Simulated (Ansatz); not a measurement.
Compare A (`BC(C)(F)[SiH3]`) with its isomer B (`CBC[SiH2]F`).

Program: Ansatz. Geometries: PBE0-D4/def2-TZVP. ΔE: electronic, gas phase. CBS: MP2 limit from def2 TZ/QZ plus the TZ coupled-cluster correction, frozen cores. Functionals use def2-TZVPP. B3LYP here is the variant with VWN-RPA as its local correlation; programs differ in this. Each species was taken in one conformer, which may not be the lowest.

A:

Z-matrix (Å, degrees):
```
Si
B 1 2.501
C 1 1.985 2 37.1
H 1 1.487 2 80.3 3 152.6
H 1 1.482 2 106.9 3 -99.7
H 1 1.482 2 133.4 3 44.6
H 2 1.199 1 95.1 3 120.8
H 2 1.193 1 113.7 3 -112.1
C 3 1.512 1 107.7 2 -126.3
F 3 1.396 1 105.7 2 117.3
H 9 1.091 3 110.6 1 65.6
H 9 1.093 3 109.0 1 -175.4
H 9 1.093 3 112.2 1 -56.1
```

B:

```xyz
13

C    -1.972    0.128    0.023
B    -0.608    0.650   -0.516
C     0.682    0.716    0.338
Si    1.707   -0.816    0.055
F     0.830   -2.120    0.378
H    -2.781    0.823   -0.229
H    -2.002   -0.082    1.094
H    -2.224   -0.797   -0.513
H    -0.532    0.958   -1.677
H     0.509    0.780    1.417
H     1.361    1.519    0.024
H     2.880   -0.842    0.962
H     2.149   -0.918   -1.357
```

**Question.** Which is lower in electronic energy at CCSD(T)/CBS, and by how much? (Best estimate.)

**Answer.** Computed: B, by 72.9 kcal/mol.

**Question.** Give E(B) − E(A) in kcal/mol with r2SCAN-D4, BLYP-D4, MP2/def2-TZVPP, CCSD(T)/def2-TZVPP, B3LYP, CCSD(T)/def2-SVP, ωB97M-V. (An estimate is asked.)

**Answer.** Ansatz gave: r2SCAN-D4 -70.8, BLYP-D4 -67.7, MP2/def2-TZVPP -75.1, CCSD(T)/def2-TZVPP -71.9, B3LYP -71.4, CCSD(T)/def2-SVP -66.0, ωB97M-V -70.9. None reverses the order clearly.

**Question.** Does the order hold for the free energy at 298.15 K (harmonic terms from PBE0-D4)? (Best estimate.)

**Answer.** Ansatz gave: Yes: G(B) − G(A) = -72.4 kcal/mol, for one conformer each. Modes under 60 cm⁻¹, often nearly free rotors, make the harmonic entropy too high.

Largest T1 diagnostic: 0.013.

Leaving LDA and LC-ωPBE aside and taking each functional with its dispersion term where it has one, the values, not all of them listed here, spread over 8.2 kcal/mol, from BHLYP-D4 to revPBE-D4. LDA lies +2.1 kcal/mol from PBE without D4. From r2SCAN to r2SCAN0 (25 % exact exchange), in def2-TZVPP and without D4, E(B) − E(A) moves by −1.9 kcal/mol.
